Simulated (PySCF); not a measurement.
Method: TPSSh-D3(BJ)/def2-TZVP // BP86-D3(BJ)/def2-SVP (PySCF). All species are isolated molecules in the gas phase. 

Reference species: [Zn(H)2] (neutral, multiplicity 1).

The HOMO–LUMO gap comes out as 6.56 eV and the coordination number is 2. The mean distance from the central atom to its bonded neighbours is 1.549 Å. The charge on the central atom (Mulliken) is 0.11 e.

Changed species: [Zn(CH3)(H)] (1 of 2 CH3 replaced by H; the reference has 2 of 2 CH3 replaced by H).

Give the shifts of the HOMO–LUMO gap, coordination number, mean distance from the central atom to its bonded neighbours and charge on the central atom (Mulliken).

the HOMO–LUMO gap drops by 0.16 eV, to 6.40 eV; the coordination number is nearly the same; the mean distance from the central atom to its bonded neighbours increases by 0.198 Å, to 1.747 Å; the charge on the central atom (Mulliken) rises by 0.13 e, to 0.24 e.
